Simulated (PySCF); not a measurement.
Write Cartesian coordinates for `CSC1=CP=CC(SC)=N1` as optimised with PBE0-D3(BJ)/def2-SVP.

```xyz
18
C6H8NPS2 angstrom
C      0.0316   -1.1753    2.7293
S      0.8973   -2.3521    1.6815
C      0.9061   -1.5169    0.1279
C      1.5334   -2.1858   -0.9323
P      1.6406   -1.5406   -2.5288
C      0.8235   -0.0384   -2.3010
C      0.2886    0.3688   -1.0709
S     -0.5004    1.9460   -1.0477
C     -1.0332    2.0683    0.6649
N      0.3271   -0.3234    0.0618
H     -0.9923   -1.0091    2.3705
H      0.0071   -1.6282    3.7301
H      0.5658   -0.2170    2.7658
H      1.9762   -3.1675   -0.7378
H      0.7197    0.6323   -3.1596
H     -0.1724    2.0533    1.3462
H     -1.7172    1.2488    0.9211
H     -1.5566    3.0310    0.7467
```

Orientation and origin are arbitrary. Atoms count from 1 in this order. The 6-membered ring C3–C4–P5–C6–C7–N10 has internal angles of 100.0° to 125.9° (sum 720°, against 720° for a flat polygon); it is planar, 0.00 Å rms from its mean plane, widest ring torsion 0°. The C–S distances run from 1.764 Å (C7–S8, drawn single) to 1.798 Å (S8–C9, drawn single), a spread of 0.034 Å. S2 (sulfide sulfur) is bent (angle 101.9°). The 10 heavy atoms lie in one plane (0.003 Å rms).

Bonds between heavy atoms (Å): C1–S2 1.798, S2–C3 1.764, C3–C4 1.402, C4–P5 1.725, P5–C6 1.725, C6–C7 1.402, C7–S8 1.764, S8–C9 1.798, C7–N10 1.328, C3–N10 1.328.

Theory: PySCF, PBE0-D3(BJ)/def2-SVP geometry optimisation, gas phase.

Point group: C2v (tolerance 0.08 Å). Whether it is a minimum is left open (no frequencies). The numbers are those of one conformer (C1–S2–C3–C4 180°, C6–C7–S8–C9 180°).

Hardware: one thread of an Arm Neoverse V1, shared host. Cost: 3.2 min of wall time, 0.90 GiB resident at most. These figures are those of the optimisation.
